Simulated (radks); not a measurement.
Charge is removed step by step from the 2s down level of V2+, starting from [He] 2s(up 1, down 1) 2p6 3s2 3p6 3d3. Calculated with a radial shooting solver on a logarithmic mesh with Libxc functionals: scalar-relativistic Kohn-Sham, r2SCAN, spin-polarised, spherical densities, finite nucleus; open shells are filled with parallel spins first; meta-GGA in the generalised Kohn-Sham scheme; Fermi nuclear charge, rms radius 3.6002 fm.

\begin{tabular}{lrrr}
removed (e) & E - E(0) (eV) & eigenvalue (eV) & E minus straight line (eV) \\ \hline
0 & 0.000 & -625.69 & 0.000 \\
0.25 & 157.66 & -635.88 & -3.847 \\
0.5 & 317.87 & -646.14 & -5.136 \\
0.75 & 480.65 & -656.43 & -3.853 \\
1 & 646.01 & -666.69 & 0.000 \\
\end{tabular}

Removing the whole electron costs 646.01 eV by Delta-SCF, against 625.69 eV from minus the eigenvalue at the starting occupation. Slater's transition state (half an electron removed) gives 646.14 eV. Integrating minus the eigenvalue over the occupation (Janak's theorem) gives 646.16 eV. In this scalar-relativistic scheme the density is built from large components alone, so the theorem holds only approximately. The mean slope of the eigenvalue, de/dn, is 41.0 eV per electron.
